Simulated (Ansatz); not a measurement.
The cluster Li₆N₂⁻, relaxed as a doublet with UKS PBE-D4/def2-TZVPD in Ansatz, starting from the GFN1-xTB geometry. Force threshold 0.02 eV/Å.

The charge -1 doublet is spin-contaminated (final ⟨S²⟩ up to 0.92, 0.75 for a pure state). The highest occupied level of the charge -1 doublet lies above zero (up to 0.53 eV). By energy differences its removal costs 0.60 eV (vertical, to the charge 0 singlet, at PBE-D4/def2-TZVPD); a positive level beside a positive removal energy at the same level points to self-interaction error. The relaxation made no stability test and no search for a lower SCF solution. Another isomer (doublet) lies 0.09 eV lower at PBE0-D4/def2-TZVPD; other spin states weren't run for this one.

Start:

Cartesian coordinates in Å:
```
Li 0.977 1.406 -1.211
Li -2.162 0.703 -0.160
Li 0.608 -1.005 -0.970
Li -1.752 -1.569 0.893
Li -0.279 0.406 1.361
Li 2.648 0.013 0.116
N -2.128 0.040 1.514
N 2.088 0.007 -1.543
```

Task: Estimate the energy that the relaxation releases and the steps that it takes.

Result: 2.32 eV, in 11 steps; 27 s on 4 threads of Arm Neoverse V1 on a shared host. No frequencies were taken in this run, so the end may be a saddle point.

Task: Does the start keep its bonding?

Result: Bonds formed: Li3–N7, Li5–N8 (atoms count from 1). Metal–metal contacts that move far: Li4–Li5 2.51 to 3.29 Å, Li3–Li6 2.53 to 3.30 Å.

Task: Predict the relaxed structure.

Result: 
Cartesian coordinates in Å:
```
Li 1.0224 1.7148 -1.3308
Li -2.2856 0.7352 -0.3687
Li 0.0750 -0.9278 -0.6990
Li -2.3438 -1.6830 1.3822
Li 0.2085 0.3743 1.0813
Li 3.2090 -0.0030 -0.2100
N -1.3688 -0.5232 0.4863
N 1.4834 0.3126 -0.3413
```
Bond lengths (bridged metal pairs left out): 8 × Li–N 1.76 to 1.91 Å.
